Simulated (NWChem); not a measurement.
Molecule: C4H5F; SMILES C#C[C@H](C)F

```xyz
10

C      0.0480    -2.2201    -0.1286
C      0.0590    -1.0198     0.0994
C      0.0531     0.4203     0.3798
C     -1.1870     1.1225    -0.1640
F      1.1914     1.0168    -0.1748
H      0.0446    -3.2818    -0.3331
H      0.1176     0.5655     1.4841
H     -1.2481     0.9865    -1.2610
H     -2.1042     0.7062     0.2962
H     -1.1304     2.2047     0.0631
```
Atoms are numbered in this order, from 1.

Level: PBE-D3(BJ)/def2-SVP (NWChem), optimised geometry, unscaled harmonic frequencies. 

```csv
frequency (cm⁻¹),IR intensity (km/mol)
174,1.9
212,1.3
261,0.7
375,2.8
520,11.6
558,3.8
643,39.7
690,28.6
805,3.6
904,23.2
1031,30.2
1075,56.3
1111,40.6
1286,7.6
1302,39.6
1336,15.5
1403,4.6
1416,1.9
2168,3.1
2946,23.0
2989,7.1
3090,8.2
3094,7.4
3407,62.6
```

| Quantity | Result |
|---|---|
| zero-point energy | 46.9 kcal/mol |
| thermal correction to the enthalpy at 298.15 K (with zero-point energy) | 51.0 kcal/mol |
| heat capacity Cv | 19.7 cal/(mol K) |
| entropy at 298.15 K and 1 atm (symmetry number 1) | 74.0 cal/(mol K) |
| dipole moment | 1.69 D |

Rigid rotor and harmonic oscillator.
